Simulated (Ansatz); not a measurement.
**Multireference treatment of C, triplet**

Computed with Ansatz's Gaussian-basis code (development build). Basis cc-pVTZ, nonrelativistic, no frozen core. State-specific CASSCF; RHF is the lowest restricted (open-shell) Hartree–Fock solution met. No symmetry is imposed, so a solution can break that of the shape. No proof that the lowest CASSCF solution was found.

System: a free atom or ion.

(1) What do CASSCF and its corrections give against RHF in CAS(4,4), and what are the occupations?

Results:

(1) CASSCF -0.521 eV, SC-NEVPT2 -2.388 eV; occupations 1.95, 1.00, 1.00, 0.05.
